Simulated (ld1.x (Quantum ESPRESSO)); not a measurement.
# Hf: one change to an ultrasoft potential, before and after

```
Element                 : Hf
Generator               : ld1.x (Quantum ESPRESSO) 7.5
Type                    : ultrasoft
Functional              : PBE
Relativity              : scalar-relativistic
Frozen core             : [Xe] 4f14
Valence charge          : 4
Reference configuration : 5d2 6s2 6p0
Partial waves           : 6s (bound): rcut 2.20, rcutus 2.85 bohr; 6s channel at 1.85 Ry: rcut 2.20, rcutus 2.85 bohr; 6p (bound, empty): rcut 4.15, rcutus 4.55 bohr; 6p channel at 0.4 Ry: rcut 4.15, rcutus 4.55 bohr; 5d (bound): rcut 1.65, rcutus 2.15 bohr; 5d channel at 1 Ry: rcut 1.65, rcutus 2.15 bohr
Local potential         : all-electron potential smoothed inside 3.45 bohr (lloc = -2)
Core correction         : a·sin(br)/r model core inside 1.40 bohr
Augmentation charge     : built from norm-conserving waves at rcut, not smoothed further
```

All-electron outer shells of the reference configuration (PBE, scalar-relativistic, ld1.x):

```csv
shell,level (eV),outermost node (bohr),outermost maximum (bohr)
5p,-35.57,0.60,1.16
4f,-16.83,–,0.45
6s,-5.11,1.37,2.89
5d,-2.69,0.67,1.69
6p,-1.40,1.66,4.05
```

Change: local potential all-electron potential smoothed inside 2.96 bohr (lloc = -2).

Cutoffs: the cutoffs (Ry, on a coarse ladder) from which the occupation-weighted sum of valence levels, in a spherical-Bessel basis at the reference potential, stays within 10 and 1 mRy of its value at 400 Ry; they do not see the model core or the augmentation charge, which bear on the density cutoff. Errors are all-electron minus pseudo energies relative to the spin-unpolarised reference configuration.

Q: How do hardness, ghosts and transferability respond?

A: The potential gets neither clearly harder nor softer (18 Ry and 21 Ry → 18 Ry and 21 Ry); the errors of the 7 common tests hardly move; the range in which the d phases agree widens (upper end 2.3 → at the end of the scan); neither file shows a bound ghost.

| quantity | base | changed |
| --- | --- | --- |
| cutoff, loose | 18 Ry | 18 Ry |
| cutoff, tight | 21 Ry | 21 Ry |
| bound ghosts | none | none |
| error for 5d2 6s1 6p0, meV [ΔE 7.98 eV] | -7.8 | -7.7 |
| error for 5d2 6s0 6p0, meV [ΔE 22.16 eV] | -39 | -38 |
| error for 5d1 6s0 6p0, meV [ΔE 43.95 eV] | -275 | -275 |
| error for 5d2.5 6s1.5 6p0, meV [ΔE 1.26 eV] | -11 | -11 |
| error for 5d1 6s2 6p0, meV [ΔE 6.50 eV] | -63 | -63 |
| error for 5d2 6s0 6p2, meV [ΔE 7.86 eV] | -6.7 | -6.3 |
| error for 5d3 6s0 6p0, meV [ΔE 9.99 eV] | -72 | -72 |
| s: phases at 4.98 bohr within 0.05 rad from the reference energy up to (Ry; the scan ends near 5) | 3.1 | 3.1 |
| p: phases at 4.98 bohr within 0.05 rad from the reference energy up to (Ry; the scan ends near 5) | 0.6 | 0.6 |
| d: phases at 4.98 bohr within 0.05 rad from the reference energy up to (Ry; the scan ends near 5) | 2.3 | to the end of the scan |
| lowest overlap eigenvalue by channel | s 0.49, p 0.70, d 0.99 | s 0.55, p 0.67, d 0.98 |
